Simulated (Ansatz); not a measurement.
Molecule: sum formula Si2H4Cl, net charge -1, singlet state. It need not be the lowest isomer of its formula. Whether it binds its extra electron was not tested at this geometry. 
Geometry from a B3LYP-D3(BJ)/def2-TZVP (Ansatz, a program for electronic structure) optimisation:
```xyz
7

Si    -1.7262     0.3402     0.2469
Si     0.4600     0.8081    -0.6031
Cl     1.4097    -1.0862     0.1813
H     -2.6298     1.5418     0.1276
H     -1.9109    -0.0990     1.6727
H     -2.4663    -0.7116    -0.5303
H      0.7693     1.6576     0.6360
```
Charge -1, spin multiplicity 1.

Parts of the frozen-core correlation energy in 6-31G (Ansatz, hartree). Frozen orbitals: 15; correlated occupied orbitals by spin: 10 and 10; virtual: 22 and 22. Spin-orbit coupling is left out. Non-relativistic.

```
term                             value
-------------------------  -----------
reference (HF)             -1039.59648
MP2 opposite-spin             -0.12165
MP2 same-spin                 -0.02366
CCSD correlation              -0.18351
(T)                           -0.00338
T1 diagnostic                    0.011
largest doubles amplitude        0.052
```
